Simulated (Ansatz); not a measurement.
Consider the formal exchange of groups at the Si–N bond: `BN[SiH3]` + `C[SiH](O)O` → `C[Si](O)(O)[SiH3]` + `BN`.

Program: Ansatz. Geometries: PBE0-D4/def2-TZVP. ΔE: electronic, gas phase. CCSD(T)/CBS is the MP2 limit (def2-TZVPP, def2-QZVPP) plus CCSD(T) − MP2 in def2-TZVPP, frozen cores. This one scheme is used for every species. Functionals use def2-TZVPP. One conformer a species, not always the lowest.

```json
{"level": "PBE0-D4", "ΔE (kcal/mol)": "9.0", "difference from CCSD(T)/CBS": "-4.0"}
{"level": "B2PLYP", "ΔE (kcal/mol)": "13.6", "difference from CCSD(T)/CBS": "0.6"}
{"level": "PBE", "ΔE (kcal/mol)": "7.9", "difference from CCSD(T)/CBS": "-5.1"}
{"level": "MP2/def2-TZVPP", "ΔE (kcal/mol)": "15.0", "difference from CCSD(T)/CBS": "2.0"}
{"level": "SCS-MP2/def2-TZVPP", "ΔE (kcal/mol)": "15.7", "difference from CCSD(T)/CBS": "2.7"}
{"level": "CCSD/def2-TZVPP", "ΔE (kcal/mol)": "13.8", "difference from CCSD(T)/CBS": "0.8"}
{"level": "HF/def2-QZVPP", "ΔE (kcal/mol)": "17.7", "difference from CCSD(T)/CBS": "4.7"}
{"level": "SCS-MP2/def2-QZVPP", "ΔE (kcal/mol)": "15.7", "difference from CCSD(T)/CBS": "2.7"}
{"level": "HF/CBS(def2)", "ΔE (kcal/mol)": "17.8", "difference from CCSD(T)/CBS": "4.8"}
{"level": "CCSD/CBS(def2)", "ΔE (kcal/mol)": "13.7", "difference from CCSD(T)/CBS": "0.7"}
{"level": "CCSD(T)/CBS", "ΔE (kcal/mol)": "13.0", "difference from CCSD(T)/CBS": "0"}
```

Largest T1 diagnostic among the species: 0.012.

In def2-TZVPP, CCSD(T) changes the Hartree–Fock value by −4.3 kcal/mol (the triples alone add −0.6 kcal/mol) and MP2 by −2.4 kcal/mol. From PBE to PBE0 (25 % exact exchange), in def2-TZVPP and without D4, ΔE moves by +1.7 kcal/mol. The D4 term adds −0.9 kcal/mol with B3LYP and −0.6 kcal/mol with PBE0; it sums over pairs of atoms, weighted by their polarisabilities, and B3LYP, whose exchange is more repulsive, gets the larger term.

B3LYP here is the variant with VWN-RPA as its local correlation; programs differ in this.
